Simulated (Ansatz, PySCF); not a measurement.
C₄H₆O₂Si, SMILES c1(occc1O)[SiH3]. Atoms are numbered in the order given.

```xyz
13

O     -0.2308     2.1070     0.2733
C     -0.6076     0.8455    -0.0256
C     -1.9023     0.3850    -0.4258
C     -1.7630    -0.9655    -0.6093
O     -0.5043    -1.3595    -0.3567
C      0.2376    -0.2502     0.0097
Si     2.0352    -0.4567     0.4279
H     -0.9929     2.6911     0.1767
H     -2.8091     0.9745    -0.5584
H     -2.4599    -1.7455    -0.9109
H      2.5705     0.8874     0.7840
H      2.2196    -1.3907     1.5806
H      2.8019    -1.0101    -0.7301
```

Geometry optimised at r2SCAN-D4/def2-SVP. The structure was generated by enumeration, and PubChem lists no compound with its InChIKey, so it may never have been made. Other conformers were not sampled.

Two levels are set side by side: PBE-D3(BJ)/def2-SVP (Ansatz, a program for electronic structure) and r2SCAN-D4/def2-SVP (Ansatz). Each level has its own optimised geometry; the coordinates shown are those of the second. Frequencies come from the Hessian of PySCF at each geometry. Differences are taken from unrounded values.

```json
[
 {"quantity": "mean bond length (Å)", "r2SCAN-D4": "1.365"},
 {"quantity": "bond O1–C2 (Å)", "r2SCAN-D4": "1.350"},
 {"quantity": "bond C2–C3 (Å)", "r2SCAN-D4": "1.431"},
 {"quantity": "bond C2–C6 (Å)", "r2SCAN-D4": "1.384"},
 {"quantity": "bond C3–C4 (Å)", "r2SCAN-D4": "1.370"},
 {"quantity": "bond C4–O5 (Å)", "r2SCAN-D4": "1.343"},
 {"quantity": "bond O5–C6 (Å)", "r2SCAN-D4": "1.384"},
 {"quantity": "bond C6–Si7 (Å)", "r2SCAN-D4": "1.857"},
 {"quantity": "bond O1–H8 (Å)", "r2SCAN-D4": "0.965"},
 {"quantity": "bond C3–H9 (Å)", "r2SCAN-D4": "1.090"},
 {"quantity": "bond C4–H10 (Å)", "r2SCAN-D4": "1.089"},
 {"quantity": "bond Si7–H11 (Å)", "r2SCAN-D4": "1.490"},
 {"quantity": "bond Si7–H12 (Å)", "r2SCAN-D4": "1.495"},
 {"quantity": "bond Si7–H13 (Å)", "r2SCAN-D4": "1.495"},
 {"quantity": "highest harmonic wavenumber (cm⁻¹)", "r2SCAN-D4": "3850"},
 {"quantity": "mean harmonic wavenumber (cm⁻¹)", "r2SCAN-D4": "1186"},
 {"quantity": "zero-point energy (kcal/mol)", "r2SCAN-D4": "55.93"}
]
```

Task: What does PBE-D3(BJ) give, and how far is it from r2SCAN-D4? (Estimate from the structure and the level; the computed values follow.)

Result: 
```
quantity                            PBE-D3(BJ)  PBE-D3(BJ) minus r2SCAN-D4
----------------------------------  ----------  --------------------------
mean bond length (Å)                     1.373                       0.008
bond O1–C2 (Å)                           1.356                       0.006
bond C2–C3 (Å)                           1.437                       0.005
bond C2–C6 (Å)                           1.392                       0.008
bond C3–C4 (Å)                           1.377                       0.007
bond C4–O5 (Å)                           1.351                       0.008
bond O5–C6 (Å)                           1.388                       0.004
bond C6–Si7 (Å)                          1.864                       0.007
bond O1–H8 (Å)                           0.973                       0.008
bond C3–H9 (Å)                           1.096                       0.007
bond C4–H10 (Å)                          1.096                       0.007
bond Si7–H11 (Å)                         1.501                       0.011
bond Si7–H12 (Å)                         1.506                       0.011
bond Si7–H13 (Å)                         1.506                       0.011
highest harmonic wavenumber (cm⁻¹)        3737                        -113
mean harmonic wavenumber (cm⁻¹)           1155                         -31
zero-point energy (kcal/mol)             54.49                       -1.45
```
